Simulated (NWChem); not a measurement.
Species: AlNH$_{3}$Br; SMILES [Br][AlH][NH2]

Results from NWChem. Pople sets run with spherical d functions. This build's default masses of Se (78.918 u) and Br (79.917 u) are each other's, which moves their modes by up to 0.6 %. Each level has its own optimisation; frequencies are unscaled. One conformer.

| level | r Al–H (Å) | r Al–Br (Å) | r Al–N (Å) | r H–N (Å) | highest harmonic frequency (cm⁻¹) | lowest (cm⁻¹) | zero-point energy (kcal/mol) | dipole (D) |
|---|---|---|---|---|---|---|---|---|
| Hartree-Fock/STO-3G | 1.468 | 2.191 | 1.708 | 1.015 | 4205 | 207 | 25.5 | 2.82 |
| Hartree-Fock/6-31G* | 1.568 | 2.273 | 1.762 | 0.999 | 3882 | 176 | 22.6 | 2.73 |
| B3LYP/3-21G | 1.587 | 2.334 | 1.776 | 1.019 | 3577 | 164 | 21.4 | 3.24 |
| PBE0/def2-SVP | 1.575 | 2.262 | 1.763 | 1.014 | 3710 | 164 | 21.2 | 2.44 |
